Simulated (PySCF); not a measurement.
hydrogen bromide cation (BrH), SMILES Br (connectivity only; charge and spin as stated), charge +1, multiplicity 2. Atoms are numbered in the order given.

```xyz
2

Br     0.0000     0.0000    -0.0405
H      0.0000     0.0000     1.4192
```
Charge +1, spin multiplicity 2.

The structure is a stationary point at B3LYP-D3(BJ)/def2-TZVPD. The spin state was assumed, not searched.

Method: PBE/def2-TZVPD (PySCF).

```yaml
total_energy: -2573.93916 hartree
point_group: C∞v
"α spin, highest occupied and lowest empty level": -16.58 and -9.32 eV
"β spin, highest occupied and lowest empty level": -16.19 and -15.94 eV
dipole_moment_about_the_centre_of_nuclear_charge: 1.41 D
"⟨S²⟩": 0.753 (pure state 0.75)
```
